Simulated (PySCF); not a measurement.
The numbers are results of ωB97X-D3(BJ)/def2-TZVP // B3LYP-D3(BJ)/def2-TZVP (PySCF), not measurements. All species are isolated molecules in the gas phase. Delta-SCF ions had no search for a lower state. Excitations are Tamm–Dancoff values on a coarser integration grid. The basis has no diffuse functions, so Rydberg states are missing or too high.

Reference species (SMILES): `[Cl][Ga]([Cl])[Cl]` (neutral, multiplicity 1).

```yaml
vertical ionisation energy (Delta-SCF): 12.18 eV
S1 oscillator strength: 0.000
S1–T1 gap (TDA): 0.42 eV
```

After one change: the vertical ionisation energy (Delta-SCF) decreases by 1.99 eV; the S1 oscillator strength stays essentially unchanged; the S1–T1 gap (TDA) falls by 0.17 eV.

Problem. Name the change that produced these shifts. The new species is one of these.
(A) `[CH3][Ga]([CH3])[CH3]`
(B) `[CH3][Ga]([Cl])[Cl]`
(C) `[CH3][Ga]([CH3])[Cl]`

Solution. C, `[CH3][Ga]([CH3])[Cl]`
